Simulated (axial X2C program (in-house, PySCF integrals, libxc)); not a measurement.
# What spin–orbit coupling does to RuIn

All values were computed with an in-house relativistic program for diatomic molecules. Spin-free means the one-electron spin-free X2C Hamiltonian; two-component (2c) means X2C with spin–orbit coupling and atomic mean-field two-electron Coulomb and Gaunt terms, so the difference of the two also holds small scalar two-electron terms. Basis: In dyall-cv3z [11s12p9d4f1g], Ru dyall-cv3z [12s12p8d5f3g] (cores contracted in-house); Gaussian nuclei, density fitting, unrestricted open shells. Masses: In 114.904 u, Ru 101.904 u.

Spin-free state: M_S = 3/2, Λ = 0 (beyond evenly filled blocks: σα, δ+α, δ-α); fragments In + Ru.

```
level  Re (Å)  ωe (cm⁻¹)  De (eV)  μ (D)
PBE50   2.698      163.4    1.525   0.46
```

Dipoles are positive if Ru is the positive end.

Two-component determinant lowest at the distance of the search:

Ω = 3/2 (⟨Sz⟩ = 1.50, ⟨Lz⟩ = 0.00 at PBE50); fragments In + Ru.

| level | Re (Å) | ωe (cm⁻¹) | μ (D) |
| --- | --- | --- | --- |
| PBE50 | 2.698 | 163.0 | 0.50 |

(1) From the two tables, how do the constants change at the PBE50 level (2c against spin-free)?

One determinant describes the state; a PBE0 search over occupations chose it and may have missed a lower one. De is counted from the lowest determinant-based energies of the atoms at the same level, without counterpoise correction. De is not given where an atomic determinant may have missed its ground term or J level, or where the truncated virtual space spoils (T). Density functionals use the spin component along the axis (collinear). PBE0 can misorder states that lie within some tenths of an eV, so this need not be the ground state of the molecule. The nearest other spin-free determinant of the search, M_S = 3/2, Λ = 3, lies 0.45 eV up at the distance of the search. Without a current term, density functionals place determinants with orbital angular momentum somewhat too high. With several unpaired electrons one determinant need not be a pure state. This is the top spin component of a Σ state; components of lower Ω are not single determinants and can lie lower. The determinant is spin-polarised beyond a pure state at some levels (its spin-free form has ⟨S²⟩ too high), which makes Re and μ there less reliable.

Results:

(1) At the PBE50 level Re is unchanged to within 0.001 Å and ωe goes down by 0.4 cm⁻¹.
